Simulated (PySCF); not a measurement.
Simulation results for CH₆AlBN, H₄OSi₂, CH₃BClSi, B₃H₆Si and others

Calculation on a computer-drawn molecule: the log of a Hartree-Fock and frozen-core CCSD(T) single point meant for a local Hartree-Fock minimum, with one planted fault or none, to be diagnosed. Offsets are logged minus clean, where the clean run is the same molecule without the fault. The reference is restricted for singlets and unrestricted otherwise, and also for a bond in bohr or an excited solution. Adding or removing an electron swaps singlet and doublet. The excited solution moves the top pair (singlet) or top alpha electron (doublet) to the lowest empty orbital. Highest occupied and lowest empty are orbital energies over both spins, largest force is the largest gradient component, triples share is (T) over the correlation energy, the T1 limit is 0.02 restricted and 0.045 unrestricted, electrons count all cores, a negative frequency is imaginary (commonest isotopes), and the dipole is about the centre of nuclear charge. Program: PySCF 2.14.0.

Common to all runs: meant multiplicity 1; logged SCF converged yes; possible faults no fault, one electron removed, one electron added, multiplicity raised by two, geometry at a saddle point, SCF held on an excited solution, minimal basis STO-3G, one bond length entered in bohr, all coordinates scaled.

(1) CH₆AlBN

Logged structure:
```xyz
10
CH6AlBN
N     -1.6500     1.6996     1.7111
B     -1.1924     0.4626     1.5365
C     -0.7591    -0.9269     1.3886
Al    -2.0555    -2.2699     2.2762
H     -2.5040     1.9011     2.2045
H     -1.1709     2.5129     1.3614
H     -0.7215    -1.2430     0.3401
H      0.2028    -1.1187     1.8770
H     -1.5990    -3.7507     2.1318
H     -3.3076    -1.6340     2.9668
```

| Item | Value |
| --- | --- |
| meant charge | 1 |
| meant basis | cc-pV(D+d)Z |
| logged electrons | 37 |
| logged basis functions | 95 |
| logged spin squared | 0.7684 |
| logged highest occupied | -3.868 eV |
| logged lowest empty | 1.8706 eV |
| logged largest force | 0.033724 hartree/bohr |
| logged T1 diagnostic | 0.016682 |
| logged D1 diagnostic | 0.053209 |
| logged triples share | 0.030469 |
| logged CC converged | yes |
| logged dipole magnitude | 10.778 debye |
| logged SCF stable within its kind | yes |
| logged energy HF | -362.34278 hartree |
| logged energy CCSD(T) | -362.85618 hartree |
| planted fault | one electron added |
| HF energy offset from clean run | -77.49 kcal/mol |
| CCSD(T) energy offset from clean run | -89.19 kcal/mol |

Drawn bonds:
| atom | other atom | order |
| --- | --- | --- |
| 1 | 2 | 1 |
| 2 | 3 | 1 |
| 3 | 4 | 1 |
| 1 | 5 | 1 |
| 1 | 6 | 1 |
| 3 | 7 | 1 |
| 3 | 8 | 1 |
| 4 | 9 | 1 |
| 4 | 10 | 1 |

(2) H₄OSi₂

Logged structure:
```xyz
7
H4OSi2
O     -0.2556    -0.0139    -2.7809
Si    -0.6014    -0.9902    -1.6935
Si    -1.8623    -0.4400     0.2310
H     -0.1737    -2.4097    -1.7345
H     -3.0643    -1.3054     0.2617
H     -2.2444     0.9842     0.1909
H     -0.3002    -0.9848     2.4895
```

| Property | Result |
| --- | --- |
| meant charge | 0 |
| meant basis | cc-pV(D+d)Z |
| logged electrons | 40 |
| logged basis functions | 80 |
| logged spin squared | 0.8451 |
| logged highest occupied | -9.7867 eV |
| logged lowest empty | 0.06912 eV |
| logged largest force | 0.0081632 hartree/bohr |
| logged T1 diagnostic | 0.048056 |
| logged D1 diagnostic | 0.18785 |
| logged triples share | 0.03811 |
| logged CC converged | yes |
| logged dipole magnitude | 4.1842 debye |
| logged SCF stable within its kind | yes |
| logged energy HF | -654.93539 hartree |
| logged energy CCSD(T) | -655.35886 hartree |
| planted fault | one bond length entered in bohr, row 6 of the drawn bonds |
| HF energy offset from clean run | 67.83 kcal/mol |
| CCSD(T) energy offset from clean run | 74.98 kcal/mol |

Drawn bonds:
| atom | other atom | order |
| --- | --- | --- |
| 1 | 2 | 2 |
| 2 | 3 | 1 |
| 2 | 4 | 1 |
| 3 | 5 | 1 |
| 3 | 6 | 1 |
| 3 | 7 | 1 |

Notes: T1 above single-reference limit.

(3) CH₃BClSi

Logged structure:
```xyz
7
CH3BClSi
B     -0.6845     0.1128    -1.7574
C     -0.1362    -0.7812    -0.8121
Si     0.7771    -2.1925    -1.2606
Cl     1.5297    -3.4216     0.0888
H     -1.1318     0.8435    -2.5580
H     -0.2968    -0.5708     0.2458
H      1.0405    -2.5513    -2.6478
```

| Item | Value |
| --- | --- |
| meant charge | 1 |
| meant basis | cc-pV(D+d)Z |
| logged electrons | 44 |
| logged basis functions | 89 |
| logged spin squared | 2.0177 |
| logged highest occupied | -11.83 eV |
| logged lowest empty | -6.8313 eV |
| logged largest force | 0.06019 hartree/bohr |
| logged T1 diagnostic | 0.017712 |
| logged D1 diagnostic | 0.080748 |
| logged triples share | 0.029182 |
| logged CC converged | yes |
| logged dipole magnitude | 7.8978 debye |
| logged SCF stable within its kind | yes |
| logged energy HF | -812.36461 hartree |
| logged energy CCSD(T) | -812.80815 hartree |
| planted fault | multiplicity raised by two |
| HF energy offset from clean run | 73.42 kcal/mol |
| CCSD(T) energy offset from clean run | 90.55 kcal/mol |

Drawn bonds:
| atom | other atom | order |
| --- | --- | --- |
| 1 | 2 | 1 |
| 2 | 3 | 2 |
| 3 | 4 | 1 |
| 1 | 5 | 1 |
| 2 | 6 | 1 |
| 3 | 7 | 1 |

(4) B₃H₆Si

Logged structure:
```xyz
10
B3H6Si
B     -1.4213     2.1298    -0.4035
B     -0.0275     1.5087    -1.1146
Si     0.7233    -0.3429    -0.8689
B      0.3229    -1.9992    -1.9768
H     -2.4732     2.0222    -0.9633
H     -1.3581     2.6871     0.6525
H      0.6381     2.1820    -1.8523
H      1.6903    -0.5171     0.2307
H     -0.5716    -2.7067    -1.6346
H      0.9952    -2.2181    -2.9346
```

| Quantity | Value |
| --- | --- |
| meant charge | 1 |
| meant basis | cc-pV(D+d)Z |
| logged electrons | 34 |
| logged basis functions | 95 |
| logged spin squared | 2.0482 |
| logged highest occupied | -12.873 eV |
| logged lowest empty | -8.0243 eV |
| logged largest force | 0.057081 hartree/bohr |
| logged T1 diagnostic | 0.03007 |
| logged D1 diagnostic | 0.14571 |
| logged triples share | 0.031165 |
| logged CC converged | yes |
| logged dipole magnitude | 1.3922 debye |
| logged SCF stable within its kind | yes |
| logged energy HF | -365.99884 hartree |
| logged energy CCSD(T) | -366.38137 hartree |
| planted fault | multiplicity raised by two |
| HF energy offset from clean run | 76.85 kcal/mol |
| CCSD(T) energy offset from clean run | 78.05 kcal/mol |

Drawn bonds:
| atom | other atom | order |
| --- | --- | --- |
| 1 | 2 | 1 |
| 2 | 3 | 1 |
| 3 | 4 | 1 |
| 1 | 5 | 1 |
| 1 | 6 | 1 |
| 2 | 7 | 1 |
| 3 | 8 | 1 |
| 4 | 9 | 1 |
| 4 | 10 | 1 |

(5) ClH₃OSi₂

Logged structure:
```xyz
7
ClH3OSi2
O     -0.1718     1.4634     1.0054
Si    -0.7649     0.2051     0.0958
Si     1.1889     0.1845    -1.3495
Cl     0.9859    -1.3158    -2.8011
H     -1.1896     2.0399     2.3615
H      1.3625     1.4607    -2.0790
H      2.4352    -0.1091    -0.6067
```

| Quantity | Value |
| --- | --- |
| meant charge | 0 |
| meant basis | cc-pV(D+d)Z |
| logged electrons | 56 |
| logged basis functions | 98 |
| logged spin squared | 0.9703 |
| logged highest occupied | -9.1417 eV |
| logged lowest empty | 0.44927 eV |
| logged largest force | 0.0074526 hartree/bohr |
| logged T1 diagnostic | 0.059215 |
| logged D1 diagnostic | 0.30911 |
| logged triples share | 0.035233 |
| logged CC converged | yes |
| logged dipole magnitude | 0.916 debye |
| logged SCF stable within its kind | yes |
| logged energy HF | -1113.90854 hartree |
| logged energy CCSD(T) | -1114.46622 hartree |
| planted fault | one bond length entered in bohr, row 4 of the drawn bonds |
| HF energy offset from clean run | 77.57 kcal/mol |
| CCSD(T) energy offset from clean run | 81.23 kcal/mol |

Drawn bonds:
| atom | other atom | order |
| --- | --- | --- |
| 1 | 2 | 1 |
| 2 | 3 | 1 |
| 3 | 4 | 1 |
| 1 | 5 | 1 |
| 3 | 6 | 1 |
| 3 | 7 | 1 |

Notes: T1 above single-reference limit.

(6) CH₄BN

Logged structure:
```xyz
7
CH4BN
C     -2.4749     0.9336    -0.9897
B     -3.0845    -0.4082    -0.5058
N     -3.5677    -1.4719    -0.1222
H     -3.0836     1.3673    -1.7856
H     -2.4232     1.6506    -0.1681
H     -1.4651     0.7801    -1.3751
H     -3.9543    -2.3229     0.1847
```

| Item | Value |
| --- | --- |
| meant charge | 0 |
| meant basis | cc-pVDZ |
| logged electrons | 22 |
| logged basis functions | 62 |
| logged spin squared | 0 |
| logged highest occupied | -2.0171 eV |
| logged lowest empty | -5.5293 eV |
| logged largest force | 0.30811 hartree/bohr |
| logged CC converged | no |
| logged dipole magnitude | 1.5019 debye |
| logged SCF stable within its kind | no |
| logged energy HF | -118.61245 hartree |
| planted fault | ? |

Drawn bonds:
| atom | other atom | order |
| --- | --- | --- |
| 1 | 2 | 1 |
| 2 | 3 | 2 |
| 1 | 4 | 1 |
| 1 | 5 | 1 |
| 1 | 6 | 1 |
| 3 | 7 | 1 |

Notes: CCSD not converged.

Questions
1. Which fault was planted in the run of CH₄BN (entry 6)?

Answers
1. SCF held on an excited solution

Further results for CH₄BN (entry 6):

| Quantity | Value |
| --- | --- |
| HF energy offset from clean run | 468.6 kcal/mol |
